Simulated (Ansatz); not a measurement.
A nudged elastic band was laid between two geometries of BBrClHO (5 atoms, charge 0, multiplicity 1).

These are results of RKS PBE0/def2-SVP in Ansatz 0.2.0, not measurements.

* movable images: 2
* climbing image: yes
* spring: 5.0 eV/Å²
* optimiser: quadratic models (default)
* start path: through a guess of the saddle point
* force threshold: 0.05 eV/Å
* iteration limit: 60
* end points: relaxed

Initial state:

```xyz
5
Properties=species:S:1:pos:R:3
O 0.909 0.468 0.433
B -0.185 -0.232 0.115
Cl -0.845 -1.352 1.284
Br -1.032 -0.019 -1.605
H 1.202 1.060 -0.270
```

Final state:

```xyz
5
Properties=species:S:1:pos:R:3
O 0.831 0.706 -0.150
B -0.216 -0.127 -0.139
Cl -0.577 -1.132 1.267
Br -1.329 -0.210 -1.688
H 1.341 0.689 0.669
```

(1) What changes between the two ends?

(2) Give the energies along the band, and the barrier.

(3) What is the geometry of the highest image?

## Answers

(1) No bond is made or broken. The dihedral H5–O1–B2–Br4 goes from 0 to -180°.

(2) It converged. The highest image is number 2 of 0 to 3, 0.43 eV above the first end and 0.42 eV above the last; the last end lies 0.01 eV above the first. Another band between the same ends (5 images) ends at a top of the same energy, where a vibrational analysis finds 1 clearly imaginary mode. So few images can step over the top or miss a turn of the path.

```tsv
image	path coordinate (Å)	energy (eV)	dihedral H5–O1–B2–Br4 (°)
0	0.00	0.00	0
1	0.44	0.21	-42
2	0.88	0.43	-92
3	1.71	0.01	-180
```

(3) 
```xyz
5
Properties=species:S:1:pos:R:3:forces:R:3
O 0.621 0.838 0.278 0.00 0.05 0.01
B -0.269 -0.127 0.007 0.01 -0.01 0.00
Cl -0.767 -1.283 1.237 0.01 0.01 -0.01
Br -1.102 -0.232 -1.723 0.00 -0.01 0.00
H 1.566 0.729 0.159 -0.02 -0.04 0.00
```

The run took 70 s on 1 CPU thread of a shared host.
